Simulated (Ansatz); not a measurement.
`[S]=[Mo](=[S])([Cl])[Cl]` + H₂O → `[OH][Mo](=[S])(=[S])[Cl]` + HCl  (formal hydrolysis of a Mo–Cl bond)

Calculated with Ansatz (gas phase, PBE0-D4/def2-TZVP geometries, no zero-point term in ΔE). CCSD(T)/CBS is the MP2 limit (def2-TZVPP, def2-QZVPP) plus CCSD(T) − MP2 in def2-TZVPP, frozen cores. This one scheme is used for every species. Functionals use def2-TZVPP. Elements past krypton have def2 core potentials. For Mo outer-core shells are correlated without core-valence functions, which leaves a few kJ/mol of doubt a bond. Each species was taken in one conformer, which may not be the lowest.

Q: Is it downhill or uphill in electronic energy at CCSD(T)/CBS, and by how much? (Best estimate.)

A: The calculation gave: Uphill: ΔE = +9.7 kcal/mol.

Q: What do these levels give: r2SCAN-D4, ωB97M-V, revPBE, HF/def2-SVP, SCS-MP2/def2-TZVPP, CCSD/CBS(def2)? (An estimate is asked.)

A: Ansatz gave: r2SCAN-D4 6.8, ωB97M-V 6.8, revPBE 6.8, HF/def2-SVP 5.4, SCS-MP2/def2-TZVPP 12.4, CCSD/CBS(def2) 9.1 kcal/mol.

Largest T1 diagnostic among the species: 0.024, so the coupled-cluster value is less sure than usual.

Leaving LDA and LC-ωPBE aside and taking each functional with its dispersion term where it has one, the values, not all of them listed here, spread over 5.0 kcal/mol, from ωB97X-V to PBE-QIDH. In def2-TZVPP, CCSD(T) changes the Hartree–Fock value by +1.8 kcal/mol (the triples alone add +0.6 kcal/mol) and MP2 by +8.3 kcal/mol. At CCSD(T), def2-SVP lies −4.0 kcal/mol from the extrapolated value and def2-TZVPP −1.6 kcal/mol.
